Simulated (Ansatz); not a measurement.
Ideal-gas functions of `C[SiH]([NH])F` radical at 800 K and 1 bar, from an Ansatz frequency run at PBE0-D4/def2-TZVP.

Molar mass 78.14 g/mol, point group C1 (symmetry number 1), electronic degeneracy 2, moments of inertia 77.934, 82.281, 138.614 u Å². Harmonic wavenumbers (cm⁻¹, unscaled): 145, 193, 243, 266, 322, 654, 687, 725, 758, 826, 838, 898, 930, 1274, 1443, 1446, 2226, 3057, 3144, 3150, 3519.

Use S(trans) = R[1.5 ln M + 2.5 ln T − 1.1517]; rotational temperatures θ = 24.2544 K / I; S(rot) = R[ln(√π/σ · √(T³/θAθBθC)) + 1.5]; for each mode x = 1.438777 ν̃/T, S = R[x/(eˣ − 1) − ln(1 − e⁻ˣ)] and H = RT x/(eˣ − 1); 1 cm⁻¹ = 0.0119627 kJ/mol; R = 8.31446 J/(mol·K).

Problem. By hand: the entropy, in J/(mol·K).

Solution. Translation 183.7. Rotation: θ = 0.3112, 0.2948, 0.175 K, giving 117.8. Vibration, mode by mode: 19.51, 17.15, 15.26, 14.52, 12.97, 7.43, 7.07, 6.67, 6.35, 5.75, 5.65, 5.18, 4.94, 3.03, 2.39, 2.38, 0.77, 0.22, 0.19, 0.19, 0.11, in all 137.7. Electronic 5.8. Sum 445.0 J/(mol·K).

Problem. By hand: H − E and G − E in kJ/mol, counted from the electronic energy.

Solution. Zero-point energy ½ × 26744 × 0.0119627 = 160.0; thermal vibration 56.5; translation, rotation and pV give 4 RT = 26.6. H − E = 243.1 kJ/mol, and G − E = 243.1 − 800 × 445.0/1000 = -112.9 kJ/mol.

Vibration gives 31 % of the entropy, 19.5 J/(mol·K) of it from the mode under 150 cm⁻¹: soft modes count most, and the harmonic formula is weakest for them. The sum counts one conformer and one mirror image; others add a mixing term.
